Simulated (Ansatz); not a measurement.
Calculated with Ansatz (gas phase, PBE0-D4/def2-TZVP geometries, no zero-point term in ΔE). CCSD(T)/CBS adds triple-zeta CCSD(T) − MP2 to the extrapolated MP2 energy (def2 sets, frozen cores). This one scheme is used for every species. Functionals use def2-TZVPP. Each species was taken in one conformer, which may not be the lowest.

Reaction (ligand exchange at the Si–C bond): `OC(O)[SiH2]Cl` + `CO[SiH](F)S` → `CO[SiH](F)S[SiH2]Cl` + `OCO`

`OC(O)[SiH2]Cl`:

```xyz
10

O     0.185    1.248    1.103
C     0.474    0.022    0.487
O     0.049   -1.077    1.253
Si   -0.383   -0.204   -1.200
Cl    0.291    1.251   -2.482
H    -0.772    1.336    1.177
H     1.565    0.028    0.368
H     0.519   -1.065    2.094
H    -1.843   -0.013   -1.006
H    -0.084   -1.525   -1.795
```

`CO[SiH](F)S`:

Cartesian coordinates in Å:
```
C -0.501 -0.328 1.527
O -0.096 0.481 0.438
Si 0.033 -0.042 -1.093
F 0.923 -1.368 -1.085
S 0.905 1.489 -2.251
H -0.482 0.289 2.426
H -1.518 -0.706 1.383
H 0.177 -1.175 1.664
H -1.259 -0.417 -1.703
H 1.817 1.778 -1.306
```

`CO[SiH](F)S[SiH2]Cl`:

Cartesian coordinates in Å:
```
C -1.253 -2.263 0.867
O -0.068 -1.915 0.179
Si 0.276 -0.517 -0.549
F -0.627 -0.325 -1.848
S -0.147 1.085 0.792
Si 0.881 2.615 -0.266
Cl 2.853 2.725 0.287
H -1.114 -3.258 1.289
H -1.457 -1.560 1.681
H -2.109 -2.281 0.188
H 1.681 -0.551 -0.983
H 0.847 2.348 -1.721
H 0.237 3.896 0.084
```

`OCO`:

Cartesian coordinates in Å:
```
O -0.938 -0.743 -0.234
C 0.313 -0.122 -0.235
O 0.386 0.957 0.648
H -1.096 -1.088 0.650
H 0.481 0.186 -1.273
H 1.110 -0.805 0.077
H -0.257 1.614 0.367
```

Q: Is it downhill or uphill in electronic energy at CCSD(T)/CBS, and by how much? (Estimate.)

A: Ansatz gave: Downhill: ΔE = -23.2 kcal/mol.

Q: What do these levels give: B2PLYP, CCSD(T)/def2-TZVPP, MP2/def2-QZVPP, SCS-MP2/def2-QZVPP, MP2/CBS(def2), CCSD/CBS(def2)? (Estimate.)

A: Computed: B2PLYP -22.2, CCSD(T)/def2-TZVPP -22.4, MP2/def2-QZVPP -24.7, SCS-MP2/def2-QZVPP -23.8, MP2/CBS(def2) -25.1, CCSD/CBS(def2) -23.0 kcal/mol.

Largest T1 diagnostic among the species: 0.012.

The D4 term adds −1.6 kcal/mol with B3LYP and −0.9 kcal/mol with PBE0; it sums over pairs of atoms, weighted by their polarisabilities, and B3LYP, whose exchange is more repulsive, gets the larger term. From PBE to PBE0 (25 % exact exchange), in def2-TZVPP and without D4, ΔE moves by −1.0 kcal/mol.

B3LYP here is the variant with VWN-RPA as its local correlation; programs differ in this.
